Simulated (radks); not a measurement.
Results of a calculation; reference values are marked as such.
Spherical quantum dot in the effective-mass picture: electrons in a parabolic well V = omega^2 r^2 / 2 with omega = 0.147, all in effective atomic units (hartree* = m*/eps^2 hartree, bohr* = eps/m* bohr), one dielectric constant everywhere. Level of theory: non-relativistic Kohn-Sham, LDA (Slater exchange, Perdew-Wang correlation), spin-polarised, spherical densities (a radial shooting solver with Libxc functionals). Levels are named by radial order and angular momentum (1s, 1p, 1d, 2s, ...), and open shells are averaged over m. Results are scaled to m* = 0.106 and eps = 15.3, for which hartree* = 12.32 meV and bohr* = 7.638 nm.

N = 17, configuration 1s2 1p6 1d(up 5, down 4). This is the lowest configuration that the search found. Occupied and some empty levels:

level,occupation,eigenvalue (meV),<r> (nm)
1s up,1,31.857,43.17
1s down,1,31.891,42.80
1p up,3,32.355,51.61
1p down,3,32.398,51.54
1d up,5,32.972,56.88
1d down,4,33.017,56.92
2s up,0,33.238,44.74
2s down,0,33.259,44.95
1f up,0,33.702,60.87
1f down,0,33.745,60.95
2p up,0,34.164,50.42
2p down,0,34.189,50.42

Energy (meV): total 334.695, kinetic 18.025, external 118.64, Hartree 229.75, exchange-correlation -31.716.

Electron density:

r (nm),n(r) (e/nm^3)
7.77,5.860e-06
16.1,7.196e-06
24.4,9.477e-06
32.8,0.00001221
41.1,0.00001426
49.5,0.00001412
57.8,0.00001102
66.1,6.254e-06
74.5,2.408e-06
82.8,6.054e-07
91.1,9.827e-08
99.4,1.034e-08
108,6.976e-10
